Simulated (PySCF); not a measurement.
Predicted spectroscopic data

PySCF calculation with NMR shieldings at PBE0/pcSseg-1/GIAO and geometry: GFN2-xTB; one computed conformer, no relativistic terms, no solvent model, rapidly exchanging positions averaged.

δ = σ(ref) − σ, references computed at the same level: TMS for 1H (31.72 ppm), 13C (186.93 ppm). Splittings of carbon signals by F and P are missing where no couplings were computed. Where no couplings were computed, multiplicities follow the n + 1 count of equivalent neighbours, and m marks all less simple cases (inequivalent or close neighbours, rings, F or P nearby). Shifts are as computed. Against solution values, carbons near 30 ppm lie about +3 ppm off and those near 130 ppm about +5 ppm. Of 1309 compounds with measured shifts, 239 miss one by over three times the rms of a fit or turn the order of signals round; such compounds aren't used in these exercises. OH and NH positions are gas-phase values without hydrogen bonding to other molecules.

Compound 1 (CH11NSi3). 1H NMR (400 MHz, computed): δ 5.42 (m, 1H), 4.75 (s, 3H), 3.41 (d, 3H), 0.37 (d, 3H), -0.75 (br s, 1H). 13C{1H} NMR (computed): δ -0.3 (CH3). Structure: SMILES [SiH3][Si@@H](C)N[SiH3].

Compound 2 (C5H15NP2Si). 1H NMR (400 MHz, computed): δ 3.28 (m, 1H), 2.66 (m, 1H), 2.51 (m, 1H), 2.13 (s, 6H), 1.86 (m, 2H), 1.34 (m, 1H), 1.31 (m, 2H), 1.08 (m, 1H). 13C{1H} NMR (computed): δ 71.0, 46.6, 29.1, 16.4. Structure: SMILES P[Si]1(P)[C@@H](N(C)C)CC1.

Compound 3 (C2H3F3O2Si). 1H NMR (400 MHz, computed): δ 5.33 (s, 2H), 2.33 (br s, 1H). 13C{1H} NMR (computed): δ 233.8, 124.9. Structure: SMILES O=C([SiH2]O)C(F)(F)F.
